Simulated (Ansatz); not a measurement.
Ansatz results at the PBE0-D4/def2-TZVP geometry: LUMO energy (PBE/def2-TZVPP) -0.39 eV; HOMO–LUMO gap (B3LYP/def2-TZVPP) 7.32 eV; LUMO energy (ωB97M-V/def2-TZVPP) 1.94 eV.

Each molecule was computed in one conformer, which needn't be the lowest.

(1) Which molecule gave them?
A. `[SiH3][N]1[CH2][AlH]1`
B. `NC[SiH2][SiH3]`
C. `N[SiH2]C[SiH3]`
D. `CSB(C)N`

## Answers

(1) C. The others give `CSB(C)N`: -0.01, 6.80, 2.14; `[SiH3][N]1[CH2][AlH]1`: -1.86, 5.30, 0.46; `NC[SiH2][SiH3]`: -0.65, 6.74, 1.83.

B3LYP here is the variant with VWN-RPA as its local correlation; programs differ in this.
